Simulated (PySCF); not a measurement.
C2H8AsGa, triplet, at a GFN2-xTB geometry (such geometries of metal compounds can be far from the true shape) (a higher spin typed on purpose: for a closed-shell molecule this is an excited state); SVWN5/STO-3G (PySCF).

Input for PySCF:
```python
from pyscf import gto, scf, dft

mol = gto.M(
    atom='''
Ga    0.04607044   -1.27816835   -0.09954551
C     2.09020801   -0.85300162   -0.67472776
H     2.67853899   -1.77260718   -0.69303153
H     2.52205301   -0.17678481    0.06648283
H     2.14779882   -0.38424156   -1.65909832
C    -0.44241958   -1.15311323    2.00659753
H    -0.32130904   -2.12808353    2.48294604
H    -1.46712377   -0.81260308    2.16806657
H     0.24494264   -0.44661810    2.47728876
As   -0.44759291    1.65780884   -0.23721794
H    -1.89646500    1.25104063   -0.19566326
H    -0.45278401    1.42211411   -1.72410683
''',
    basis='sto-3g',
    spin=2,
    verbose=5,
)

mf = dft.UKS(mol)
mf.xc = 'lda,vwn'
mf.kernel()
mf.analyze()
```

Problem. What does PySCF print? Leave out banner, timings and long lists.

Solution. 
```
PySCF version 2.14.0

[INPUT] verbose = 5
[INPUT] max_memory = 4000
[INPUT] num. atoms = 12
[INPUT] num. electrons = 84
[INPUT] charge = 0
[INPUT] spin (= nelec alpha-beta = 2S) = 2
[INPUT] symmetry False subgroup None
[INPUT] Mole.unit = angstrom
[INPUT] Symbol           X                Y                Z      unit          X                Y                Z       unit  Magmom
[...]
[INPUT] ---------------- BASIS SET ----------------
[INPUT] l, kappa, [nprim/nctr], expnt,             c_1 c_2 ...
[INPUT] H
[...]
                                0.62391373        0.53532814
                                0.1688554         0.44463454
[INPUT] C
[...]
                                13.045096         0.53532814
                                3.5305122         0.44463454
[...]
                                0.6834831         0.39951283
                                0.2222899         0.70011547
[...]
                                0.6834831         0.60768372
                                0.2222899         0.39195739
[INPUT] Ga
[...]
                                375.4910517       0.5353281423
                                101.6225324       0.4446345422
[...]
                                38.98425028       0.3995128261
                                12.67888813       0.7001154689
[...]
                                3.847993927       0.2175436044
                                1.484675684       0.9166769611
[...]
                                0.2947057141      0.0196064117
                                0.1301451506      1.131034442
[...]
                                38.98425028       0.6076837186
                                12.67888813       0.3919573931
[...]
                                3.847993927       0.5777664691
                                1.484675684       0.4846460366
[...]
                                0.2947057141      0.5715227604
                                0.1301451506      0.5498949471
[...]
                                3.847993927       0.6555473627
                                1.484675684       0.286573259
[INPUT] As
[...]
                                425.6994298       0.5353281423
                                115.210879        0.4446345422
[...]
                                44.8948404        0.3995128261
                                14.60119548       0.7001154689
[...]
                                4.841354819       0.2175436044
[...]
SCF not converged.
Total Energy =                       -4185.301664413625986
[...]
spin_pop of  4 H 1s       -0.00167
spin_pop of  5 C 1s       -0.00000
spin_pop of  5 C 2s        0.00488
spin_pop of  5 C 2px       0.00154
spin_pop of  5 C 2py       0.00386
spin_pop of  5 C 2pz       0.05022
spin_pop of  6 H 1s       -0.00123
spin_pop of  7 H 1s        0.00012
spin_pop of  8 H 1s        0.01068
spin_pop of  9 As 1s        0.00000
spin_pop of  9 As 2s        0.00000
spin_pop of  9 As 3s        0.00000
spin_pop of  9 As 4s        0.00475
spin_pop of  9 As 2px       0.00000
spin_pop of  9 As 2py       0.00000
spin_pop of  9 As 2pz       0.00000
spin_pop of  9 As 3px      -0.00000
spin_pop of  9 As 3py       0.00005
spin_pop of  9 As 3pz      -0.00000
spin_pop of  9 As 4px       0.00118
spin_pop of  9 As 4py       0.04965
spin_pop of  9 As 4pz       0.00227
spin_pop of  9 As 3dxy     -0.00003
spin_pop of  9 As 3dyz     -0.00001
spin_pop of  9 As 3dz^2    -0.00009
spin_pop of  9 As 3dxz      0.00000
spin_pop of  9 As 3dx2-y2    0.00006
spin_pop of  10 H 1s       -0.00102
spin_pop of  11 H 1s       -0.00116
 ** Mulliken Spin Density (per atom)  **
spin density of  0 Ga =      1.79689
spin density of  1 C =      0.06772
spin density of  2 H =     -0.00006
spin density of  3 H =      0.01142
spin density of  4 H =     -0.00167
spin density of  5 C =      0.06049
spin density of  6 H =     -0.00123
spin density of  7 H =      0.00012
spin density of  8 H =      0.01068
spin density of  9 As =      0.05783
spin density of  10 H =     -0.00102
spin density of  11 H =     -0.00116
 ** Mulliken pop alpha/beta on meta-lowdin orthogonal AOs **
 ** Mulliken pop       alpha | beta **
In total            43.00000 | 41.00000
 ** Mulliken atomic charges   ( Nelec_alpha | Nelec_beta ) **
charge of  0Ga =      0.07231  (    16.36229     14.56540 )
charge of  1C =     -0.20281  (     3.13526      3.06755 )
charge of  2H =      0.06124  (     0.46935      0.46941 )
charge of  3H =      0.06790  (     0.47176      0.46034 )
charge of  4H =      0.06426  (     0.46703      0.46871 )
charge of  5C =     -0.22190  (     3.14120      3.08070 )
charge of  6H =      0.06172  (     0.46853      0.46975 )
charge of  7H =      0.06987  (     0.46512      0.46500 )
charge of  8H =      0.07046  (     0.47011      0.45943 )
charge of  9As =      0.04540  (    16.50621     16.44839 )
charge of  10H =     -0.04362  (     0.52130      0.52232 )
charge of  11H =     -0.04485  (     0.52184      0.52300 )
Dipole moment(X, Y, Z, Debye):  0.22949, -1.17490, -0.03702
```

The run did not converge; its last values are not results.
